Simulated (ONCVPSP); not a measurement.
## Before and after: ONCV potential for palladium

palladium, optimised norm-conserving Vanderbilt (ONCV), made with ONCVPSP 4.0.1 (PBE, scalar-relativistic). Core [Kr], reference 4d9 5s1. Waves: 5s: rc 2.35 bohr, ncon 5, nbas 8, qcut 2.7 1/bohr, 2 projectors, debl 0.8 Ha; p scattering state at 0.21 Ha: rc 2.00 bohr, ncon 4, nbas 7, qcut 4.2 1/bohr, 3 projectors, debl 0.4 Ha; 4d: rc 2.00 bohr, ncon 4, nbas 9, qcut 7.5 1/bohr, 2 projectors, debl 2.1 Ha. Local part: polynomial inside 1.35 bohr (lpopt 5, dvloc0 0 Ha). Core correction: Teter function, fcfact 5.5, rcfact 1.65.

Change: d: rc 2.44.

Cutoffs: the cutoffs (Ha) at which the residual kinetic energy of the hardest occupied pseudo-wave falls to 1 and 0.1 mHa per electron; they do not see the model core or the augmentation charge, which bear on the density cutoff. Errors are all-electron minus pseudo energies relative to the spin-unpolarised reference configuration.

How do hardness, ghosts and transferability respond?

The potential gets softer (21 Ha and 24 Ha → 18 Ha and 21 Ha); both files keep a bound ghost (p, s); of the 4 tests that both files solve, the error grows in 0 and shrinks in 2 by more than 15 % and 0.3 meV (median size 123.7 → 113.5 meV). A larger radius leaves more room for a smooth pseudo-wave, so fewer plane waves are needed.

| quantity | base | changed |
| --- | --- | --- |
| cutoff, loose | 21 Ha | 18 Ha |
| cutoff, tight | 24 Ha | 21 Ha |
| loose cutoff by channel | s 3.8 Ha, d 21 Ha | s 3.8 Ha, d 18 Ha |
| bound ghosts | s, p | s, p |
| GHOST(+) flags under 300 eV | none | none |
| error for 4d10 5s0, meV [ΔE -1.50 eV] | -48 | -32 |
| error for 4d9 5s0, meV [ΔE 7.61 eV] | -48 | -44 |
| error for 4d8 5s0, meV [ΔE 28.43 eV] | -199 | -183 |
| error for 4d7 5s0, meV [ΔE 62.79 eV] | -642 | -525 |
| s: phases at 2.39 bohr within 0.05 rad from the reference energy up to (Ha; the scan ends near 5) | n/a | n/a |
| p: phases at 2.03 bohr within 0.05 rad from the reference energy up to (Ha; the scan ends near 5) | to the end of the scan | to the end of the scan |
| rms error of d²Exc/dni dnj with the model core, mHa | 2.04 | 2.02 |

 A true bound ghost makes a file unfit for plane-wave use even where its test errors are small: the radial tests pick states by their node count and pass the ghost by.
